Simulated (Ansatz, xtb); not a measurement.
**Two isomers of C6H5ClO2**

Structure X is `O=C/C=C1/CC(Cl)=C1O`, a singlet and structure Y is `O=C1C(Cl)=C[C@@H]1/C=C\O`, a singlet. Both are isolated molecules in the gas phase, relaxed with B3LYP/def2-SVP; each stands in its lowest conformer found.

Question: Which of the two would you expect CCSD(T)/def2-SVP + ΔMP2/def2-TZVPP electronic energies to favour?

Answer: Structure X; the calculation gives E(Y) − E(X) = +22.8 kJ/mol.

How the difference moves with the method:

```tsv
level	geometry	E(Y) − E(X) (kJ/mol)	departure from the last row (kJ/mol)	job, with rough time for the two
GFN2-xTB	GFN2-xTB	+35.9	+13.1	optimisation, 0.76 s
HF/STO-3G	GFN2-xTB	+26.2	+3.3	single point, 2.7 s
r2SCAN-D4/def2-SVP	GFN2-xTB	+49.9	+27.0	single point, 14 s
B3LYP/def2-SVP	B3LYP/def2-SVP	+43.7	+20.9	optimisation, 3.7 min
HF/def2-SVP	B3LYP/def2-SVP	+20.3	−2.5	part of the CCSD(T) run
MP2/def2-SVP	B3LYP/def2-SVP	+30.1	+7.3	part of the CCSD(T) run
CCSD(T)/def2-SVP	B3LYP/def2-SVP	+24.4	+1.6	single point
CCSD(T)/def2-SVP + ΔMP2/def2-TZVPP	B3LYP/def2-SVP	+22.8		single point, 7.1 min
```

As drawn, both hold the same kinds of bond in the same numbers.

The levels shown agree on the order. The largest departure from CCSD(T)/def2-SVP + ΔMP2/def2-TZVPP is that of r2SCAN-D4/def2-SVP, 27.0 kJ/mol. The last row adds to CCSD(T) the change of the MP2 difference between the two basis sets, here −1.6 kJ/mol.

With thermal terms from frequencies at re-optimised GFN2-xTB minima (ideal gas, soft modes damped towards free rotors, one conformer each, 298.15 K, 1 atm): the zero-point term adds +0.1 kJ/mol; ΔH is +23.6 and ΔG +21.6 kJ/mol.

The correlated steps freeze 13 core orbitals. Mirror images aren't counted in ΔG. Programs: Ansatz 0.2.0, xtb 6.7.1; the last row on 2 threads of Intel(R) Xeon(R) Processor @ 2.50GHz (Skylake/Cascade Lake) on a shared host.
